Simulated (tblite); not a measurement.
Species: C₅H₁₁FO₂Si₂.
Atom-mapped SMILES: `[CH3:1][C:2](=[O:3])[O:4][SiH2:5][CH2:6]/[CH:7]=[C:8](/[F:9])[SiH3:10]` (hydrogens: H11, H12, H13 on C1; H14, H15 on Si5; H16, H17 on C6; H18 on C7; H19, H20, H21 on Si10)

The geometry is computed with GFN2-xTB (gas phase).

**Question.** List the bond lengths, angles and torsions at this level.

**Answer.** 
```csv
bond,length (pm),order
C1–C2,150.1,single
C2=O3,120.0,double
C2–O4,133.0,single
O4–Si5,166.4,single
Si5–C6,190.4,single
C6–C7,148.0,single
C7=C8,132.7,double
C8–F9,137.0,single
C8–Si10,189.2,single
"C1–H11, C1–H12, C1–H13",108.7,single
"Si5–H14, Si5–H15",145.9,single
"C6–H16, C6–H17",109.0,single
C7–H18,108.3,single
"Si10–H19, Si10–H20, Si10–H21",146.4,single
```

Bonds in one row agree within 1 pm and their mean is given. Orders are formal, as drawn. A selection of angles:
```csv
angle,degrees
C2–C1–H11,109.3
H11–C1–H12,110.2
H11–C1–H13,108.1
C1–C2–O3,125.4
C1–C2–O4,112.7
O3–C2–O4,121.9
C2–O4–Si5,120.8
O4–Si5–C6,101.0
O4–Si5–H14,109.3
C6–Si5–H14,112.3
H14–Si5–H15,112.3
Si5–C6–C7,109.9
Si5–C6–H16,110.1
C7–C6–H16,110.1
H16–C6–H17,107.8
C6–C7–C8,123.9
C6–C7–H18,116.5
C8–C7–H18,119.6
C7–C8–F9,117.1
C7–C8–Si10,129.0
F9–C8–Si10,113.8
C8–Si10–H19,107.1
C8–Si10–H20,109.2
H19–Si10–H20,110.6
H20–Si10–H21,109.7
```

Dihedral angles: C1–C2–O4–Si5 178° (antiperiplanar); C2–O4–Si5–C6 -179° (antiperiplanar); O4–Si5–C6–C7 172° (antiperiplanar); Si5–C6–C7–C8 -104° (anticlinal); C6–C7–C8–F9 178° (antiperiplanar). The mirror-image conformer, all signs reversed, is as good.

O4 (oxygen singly bound to a carbonyl carbon) is bent (angle 120.8°). The 3 C–C bonds span 1.327 Å (C7=C8, drawn double) to 1.501 Å (C1–C2, drawn single), a spread of 0.174 Å. Of the pairs four or more bonds apart, Si10···H16 is among the closest relative to their van der Waals radii: 2.82 Å, 86 % of the sum of Bondi's values. The 2 C–O bonds span 1.200 Å (C2=O3, drawn double) to 1.330 Å (C2–O4, drawn single), a spread of 0.130 Å. Si10 (SiH3 silicon) is tetrahedral (angles from 107.1° to 111.3°). Si5 (oxygen-bound silicon) is distorted tetrahedral (angles from 101.0° to 112.3°).

Point group: C1 (no symmetry element, even within 0.4 Å). Its GFN2-xTB frequencies are all real (lowest 22 cm⁻¹). The numbers are those of one conformer. 3 starts were optimised and ended at 0.00, 1.14 and 1.21 kcal/mol (GFN2-xTB); the lowest of these is shown.

The run took 2.7 s of wall time on Arm Neoverse N1, one thread, on a shared host. This is the geometry optimisation.
